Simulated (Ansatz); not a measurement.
Ansatz (a first-principles code) input (RPA@PBE/cc-pVQZ):

Ansatz 0.2 input:
```yaml
crystal:
  periodic: [false, false, false]
  atoms:
    - {symbol: C, position_ang: [0.57500851, -0.22014435, 0.55248107]}
    - {symbol: Br, position_ang: [0.51580817, 1.53752789, -0.06876880]}
    - {symbol: Br, position_ang: [-0.64155995, -1.48937393, -0.07032324]}
    - {symbol: H, position_ang: [0.95126138, -0.36452261, 1.55333530]}
basis:
  gaussian:
    orbitals: cc-pVQZ
hamiltonian:
  xc: pbe
magnetization: {spin_polarized: true, initial_magnetization: 1}
correlation: {method: rpa, electrons: outside_noble_gas}
```

Output:

```
Functional definition: PBE
integrals: 0.60 GiB planned
1402 factors; integrals over basis functions are off by at most 1.5e-3 eV
mean field: 1.20 GiB planned
mean field evaluation 1: about -141117.4841 eV, gradient 4.1e1 eV
mean field evaluation 2: about -141117.4813 eV, gradient 4.1e1 eV
mean field evaluation 4: about -141124.5059 eV, gradient 9.7e0 eV
mean field evaluation 8: about -141125.0035 eV, gradient 7.9e-1 eV
mean field evaluation 16: about -141125.0063 eV, gradient 6.7e-4 eV
mean field -141125.00629300 eV, -5186.2483233029 hartree, gradient 6.9e-6 eV, S^2 0.753605; 0 other end points of the search recorded, 0 dependent functions left out
29 core orbitals not correlated
reference -141044.65726384 eV, -5183.2955509438 hartree; 10, 9 occupied and 182, 183 virtual orbitals, 1402 factors
Total energy: -141068.40412180 eV, -5184.1682318775 hartree
```

It need not be the lowest isomer of its formula.
